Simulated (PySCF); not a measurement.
A structure optimised at PBE0-D3(BJ)/def2-SVPD, used in a PySCF frequency run:

```
Ga
F 1 1.8330
F 1 1.8330 2 106.84
F 1 1.8330 2 106.84 3 -114.07
```
Charge -1, spin multiplicity 2.

Question: Write its SMILES, formula and point group.

Answer: [F][Ga-]([F])[F], F₃Ga, C3v

Question: What are its rotational constants (standard atomic weights)?

Answer: 5.2050, 5.2050, 3.0695 GHz
